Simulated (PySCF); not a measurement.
Pb (lead, neutral) across methods

[Xe] 4f14 5d10 6s1 6p2 6d1, one real determinant (an excited configuration). Computed with PySCF 2.14 in aug-cc-pwCVTZ-PP with ECP60MDF (8s7p6d4f1g, 96 functions), with a scalar-relativistic core potential.

```
 method  E (hartree)  mean ε 6s α (eV)  mean ε 6p α (eV)  mean ε 6d α (eV)  Σ⟨r²⟩ (bohr²)   ⟨S²⟩
wB97M-V    -192.2872           -20.222            -9.936            -1.283          90.87  6.002
  TPSSh    -192.3021           -16.947            -7.306            -0.569          92.56  6.002
  B97-3    -192.3967           -17.758            -7.787            -0.793          93.15  6.001
    LDA    -192.0749           -16.535            -6.973            -0.477          91.63  6.001
    PBE    -192.3876           -16.294            -6.865            -0.515          92.40  6.002
   PBE0    -192.3671           -17.830            -7.901            -0.794          92.44  6.002
r2SCANh    -192.4317           -17.496            -7.643            -0.541          92.37  6.004
    UHF   -191.42264           -21.587           -10.513            -1.381          93.90  6.006
```

Q: Estimate the same row for r2SCAN.

A: E (hartree) = -192.4520; mean ε 6s α (eV) = -16.939; mean ε 6p α (eV) = -7.272; mean ε 6d α (eV) = -0.430; Σ⟨r²⟩ (bohr²) = 92.40; ⟨S²⟩ = 6.005.

⟨L²⟩ = 7.96 against 12 for a pure F term, so this real determinant mixes terms. Energies and moments cover only the electrons outside the core potential. Spin-orbit coupling is strong in this species (close to jj coupling), so the high-spin LS determinant is a model state, not a physical level. The outer electron is Rydberg-like, and this basis confines it to a smaller radius and binds it less than a complete one would.
